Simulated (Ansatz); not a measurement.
Cu(NH3)(SH) (CuSNH₄), 7 atoms. Hardware: 4 threads of Arm Neoverse N1 on a shared host.

Task: How many basis functions does each of these Ansatz runs have, and roughly what does it cost? r2SCAN-D4/def2-TZVP, charge 0 singlet, relaxation, 6 steps; PBE-D4/def2-SVP, charge 0 singlet, energy, from earlier orbitals; r2SCAN-D4/def2-TZVP, charge 1 doublet, relaxation, 4 steps; r2SCAN-D4/def2-TZVP, charge 0 singlet, frequencies; HF/STO-3G, charge 0 singlet, energy; CAM-B3LYP-D4/def2-TZVP, charge 0 singlet, energy, from earlier orbitals; r2SCAN-D4/def2-TZVP, charge 0 singlet, energy, from earlier orbitals; PBE0-D4/def2-TZVP, charge 0 triplet at the geometry of the charge 0 singlet, energy; BLYP-D4/def2-TZVP, charge 0 singlet, energy, from earlier orbitals; PBE0-D4/def2-TZVP, charge 1 doublet, energy, from earlier orbitals; B3LYP-D4/def2-TZVP, charge 0 singlet, energy, from earlier orbitals; r2SCAN-D4/def2-TZVP, charge 1 doublet at the geometry of the charge 0 singlet, energy, from earlier orbitals.

Result: Other jobs shared the machine, so times can vary by a factor of up to 3. A dash marks memory too small to be measured apart from the calling script's.

```tsv
run	functions	fitting or Cholesky vectors	wall time	peak host memory (GiB)
HF/STO-3G, charge 0 singlet, energy	36	391	0.6 s	–
PBE-D4/def2-SVP, charge 0 singlet, energy, from earlier orbitals	83	993	1.1 s	–
BLYP-D4/def2-TZVP, charge 0 singlet, energy, from earlier orbitals	137	1045	1.7 s	–
B3LYP-D4/def2-TZVP, charge 0 singlet, energy, from earlier orbitals	137	1144	2.2 s	–
CAM-B3LYP-D4/def2-TZVP, charge 0 singlet, energy, from earlier orbitals	137	1144	2.5 s	–
r2SCAN-D4/def2-TZVP, charge 0 singlet, energy, from earlier orbitals	137	1045	3.7 s	–
PBE0-D4/def2-TZVP, charge 1 doublet, energy, from earlier orbitals	137	1144	4.5 s	–
r2SCAN-D4/def2-TZVP, charge 1 doublet at the geometry of the charge 0 singlet, energy, from earlier orbitals	137	1045	7.5 s	–
PBE0-D4/def2-TZVP, charge 0 triplet at the geometry of the charge 0 singlet, energy	137	1144	11 s	0.65
r2SCAN-D4/def2-TZVP, charge 0 singlet, relaxation, 6 steps	137	1045	15 s	–
r2SCAN-D4/def2-TZVP, charge 1 doublet, relaxation, 4 steps	137	1045	17 s	–
r2SCAN-D4/def2-TZVP, charge 0 singlet, frequencies	137	1045	99 s	–
```
